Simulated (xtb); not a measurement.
xtb input for C2H6S2Te, SMILES CS[Te]SC, GFN2-xTB. 

```
$ xtb mol.xyz --gfn 2 --sp --chrg 0 --uhf 0 --json
$ cat mol.xyz
11

Te     0.25504632    -0.48005684     0.68552139
S     -1.44566933     1.20282326     0.69219150
C     -2.66596557     0.58634724    -0.51736373
H     -2.25046887     0.63130631    -1.51897545
H     -3.51927894     1.25270206    -0.44465355
H     -2.96366135    -0.42663907    -0.26560577
S      1.66110523     0.31211043    -1.07972997
C      0.93200951    -0.42825605    -2.58013293
H      0.82264980    -1.50015949    -2.45320196
H      1.62935107    -0.21887488    -3.38449809
H     -0.02423791     0.03713439    -2.79458189
```

Program output:

```
[banner left out]
          |                Calculation Setup                |
           -------------------------------------------------



           -------------------------------------------------
          |                 G F N 2 - x T B                 |
           -------------------------------------------------

        Reference                      10.1021/acs.jctc.8b01176
      * Hamiltonian:
        H0-scaling (s, p, d)           1.850000    2.230000    2.230000
        zeta-weighting                 0.500000
      * Dispersion:
        s8                             2.700000
        a1                             0.520000
        a2                             5.000000
        s9                             5.000000
      * Repulsion:
        kExp                           1.500000    1.000000
        rExp                           1.000000
      * Coulomb:
        alpha                          2.000000
        third order                    shell-resolved
        anisotropic                    true
        a3                             3.000000
        a5                             4.000000
        cn-shift                       1.200000
        cn-exp                         4.000000
        max-rad                        5.000000


          ...................................................
          :                      SETUP                      :
          :.................................................:
          :  # basis functions                  44          :
          :  # atomic orbitals                  41          :
          :  # shells                           19          :
          :  # electrons                        32          :
          :  max. iterations                   250          :
          :  Hamiltonian                  GFN2-xTB          :
          :  restarted?                      false          :
          :  GBSA solvation                  false          :
          :  PC potential                    false          :
          :  electronic temp.          300.0000000     K    :
          :  accuracy                    1.0000000          :
          :  -> integral cutoff          0.2500000E+02      :
          :  -> integral neglect         0.1000000E-07      :
          :  -> SCF convergence          0.1000000E-05 Eh   :
          :  -> wf. convergence          0.1000000E-03 e    :
          :  Broyden damping             0.4000000          :
          :  net charge                          0          :
          :  unpaired electrons                  0          :
          ...................................................

 iter      E             dE          RMSdq      gap      omega  full diag
   1    -17.0420621 -0.170421E+02  0.662E+00    3.70       0.0  T
   2    -17.0383407  0.372143E-02  0.583E+00    3.42       1.0  T
   3    -17.0250395  0.133012E-01  0.272E+00    3.19       1.0  T
   4    -17.0692062 -0.441667E-01  0.226E+00    3.61       1.0  T
   5    -17.0778224 -0.861626E-02  0.119E+00    3.63       1.0  T
   6    -17.0810229 -0.320044E-02  0.292E-01    3.55       1.0  T
   7    -17.0812524 -0.229483E-03  0.427E-02    3.52       1.0  T
   8    -17.0812533 -0.961380E-06  0.201E-02    3.52       1.5  T
   9    -17.0812542 -0.909359E-06  0.238E-03    3.52      12.7  T
  10    -17.0812542 -0.105763E-08  0.790E-04    3.52      38.2  T
  11    -17.0812542 -0.306667E-09  0.347E-04    3.52      86.9  T

   *** convergence criteria satisfied after 11 iterations ***

         #    Occupation            Energy/Eh            Energy/eV
      -------------------------------------------------------------
         1        2.0000           -0.8538492             -23.2344
       ...           ...                  ...                  ...
        10        2.0000           -0.4880108             -13.2795
        11        2.0000           -0.4860558             -13.2263
        12        2.0000           -0.4487379             -12.2108
        13        2.0000           -0.4413750             -12.0104
        14        2.0000           -0.3885276             -10.5724
        15        2.0000           -0.3810878             -10.3699
        16        2.0000           -0.3769381             -10.2570 (HOMO)
        17                         -0.2476577              -6.7391 (LUMO)
        18                         -0.2448422              -6.6625
        19                         -0.1956694              -5.3244
        20                         -0.1842944              -5.0149
        21                         -0.0202072              -0.5499
       ...                                ...                  ...
        41                          0.8035781              21.8665
      -------------------------------------------------------------
                  HL-Gap            0.1292803 Eh            3.5179 eV
             Fermi-level           -0.3122979 Eh           -8.4981 eV

 SCC (total)                   0 d,  0 h,  0 min,  0.011 sec
 SCC setup                      ...        0 min,  0.000 sec (  1.074%)
 Dispersion                     ...        0 min,  0.000 sec (  0.568%)
 classical contributions        ...        0 min,  0.000 sec (  0.251%)
 integral evaluation            ...        0 min,  0.002 sec ( 17.388%)
 iterations                     ...        0 min,  0.005 sec ( 46.057%)
 molecular gradient             ...        0 min,  0.004 sec ( 33.228%)
 printout                       ...        0 min,  0.000 sec (  1.341%)

         :::::::::::::::::::::::::::::::::::::::::::::::::::::
         ::                     SUMMARY                     ::
         :::::::::::::::::::::::::::::::::::::::::::::::::::::
         :: total energy             -16.954075996136 Eh    ::
         :: gradient norm              0.000473665271 Eh/a0 ::
         :: HOMO-LUMO gap              3.517896823435 eV    ::
         ::.................................................::
         :: SCC energy               -17.081232545440 Eh    ::
         :: -> isotropic ES            0.007471251161 Eh    ::
         :: -> anisotropic ES          0.002045422890 Eh    ::
         :: -> anisotropic XC          0.010391803013 Eh    ::
         :: -> dispersion             -0.009391983150 Eh    ::
         :: repulsion energy           0.127156549304 Eh    ::
         :: add. restraining           0.000000000000 Eh    ::
         :: total charge              -0.000000000000 e     ::
         :::::::::::::::::::::::::::::::::::::::::::::::::::::

           -------------------------------------------------
          |                Property Printout                |
           -------------------------------------------------

    * Orbital Energies and Occupations

         #    Occupation            Energy/Eh            Energy/eV
      -------------------------------------------------------------
         1        2.0000           -0.8538492             -23.2344
       ...           ...                  ...                  ...
         4        2.0000           -0.6139567             -16.7066
         5        2.0000           -0.6130402             -16.6817
         6        2.0000           -0.5155354             -14.0284
         7        2.0000           -0.5154987             -14.0274
         8        2.0000           -0.5110926             -13.9075
         9        2.0000           -0.5079728             -13.8226
        10        2.0000           -0.4880108             -13.2795
        11        2.0000           -0.4860558             -13.2263
        12        2.0000           -0.4487379             -12.2108
        13        2.0000           -0.4413750             -12.0104
        14        2.0000           -0.3885276             -10.5724
        15        2.0000           -0.3810878             -10.3699
        16        2.0000           -0.3769381             -10.2570 (HOMO)
        17                         -0.2476577              -6.7391 (LUMO)
        18                         -0.2448422              -6.6625
        19                         -0.1956694              -5.3244
        20                         -0.1842944              -5.0149
        21                         -0.0202072              -0.5499
        22                         -0.0156370              -0.4255
        23                         -0.0078101              -0.2125
        24                         -0.0031168              -0.0848
        25                          0.0016808               0.0457
        26                          0.0031077               0.0846
        27                          0.0200756               0.5463
       ...                                ...                  ...
        41                          0.8035781              21.8665
      -------------------------------------------------------------
                  HL-Gap            0.1292803 Eh            3.5179 eV
             Fermi-level           -0.3122979 Eh           -8.4981 eV

     #   Z          covCN         q      C6AA      α(0)
     1  52 Te       1.800     0.139   410.615    37.456
     2  16 S        1.866    -0.187   148.995    20.545
     3   6 C        3.746    -0.053    21.587     6.627
     4   1 H        0.925     0.051     2.308     2.376
     5   1 H        0.925     0.066     2.135     2.285
     6   1 H        0.925     0.054     2.272     2.357
     7  16 S        1.867    -0.187   148.982    20.544
     8   6 C        3.746    -0.053    21.587     6.627
     9   1 H        0.925     0.054     2.271     2.357
    10   1 H        0.925     0.066     2.135     2.285
    11   1 H        0.925     0.051     2.307     2.375

 Mol. C6AA /au·bohr⁶  :       3937.291455
 Mol. C8AA /au·bohr⁸  :     206960.299439
 Mol. α(0) /au        :        105.833916


Wiberg/Mayer (AO) data.
largest (>0.10) Wiberg bond orders for each atom

 ---------------------------------------------------------------------------
     #   Z sym  total        # sym  WBO       # sym  WBO       # sym  WBO
 ---------------------------------------------------------------------------
     1  52 Te   2.327 --     7 S    1.121     2 S    1.120
     2  16 S    2.238 --     1 Te   1.120     3 C    0.997
     3   6 C    3.979 --     2 S    0.997     4 H    0.987     6 H    0.985
                             5 H    0.979
     4   1 H    0.997 --     3 C    0.987
     5   1 H    0.995 --     3 C    0.979
     6   1 H    0.997 --     3 C    0.985
     7  16 S    2.239 --     1 Te   1.121     8 C    0.997
     8   6 C    3.979 --     7 S    0.997    11 H    0.987     9 H    0.985
                            10 H    0.979
     9   1 H    0.997 --     8 C    0.985
    10   1 H    0.995 --     8 C    0.979
    11   1 H    0.997 --     8 C    0.987
 ---------------------------------------------------------------------------

Topologies differ in total number of bonds
Writing topology from bond orders to xtbtopo.mol

molecular dipole:
                 x           y           z       tot (Debye)
 q only:       -0.507      -0.681      -0.543
   full:       -0.768      -1.077      -0.795       3.922
molecular quadrupole (traceless):
                xx          xy          yy          xz          yz          zz
 q only:       -0.185      -0.365      -2.663       2.429      -0.098       2.848
  q+dip:       -1.050      -0.358      -2.326       3.226      -0.918       3.375
   full:       -0.602      -0.987      -3.248       2.998      -1.195       3.850


           -------------------------------------------------
          | TOTAL ENERGY              -16.954075996136 Eh   |
          | GRADIENT NORM               0.000473665271 Eh/α |
          | HOMO-LUMO GAP               3.517896823435 eV   |
           -------------------------------------------------

------------------------------------------------------------------------
Note: The following floating-point exceptions are signalling: IEEE_UNDERFLOW_FLAG IEEE_DENORMAL
normal termination of xtb
------------------------------------------------------------------------
 total:
 SCF:
```

Self-consistency was reached.

Cost: roughly 0.04 core-seconds.
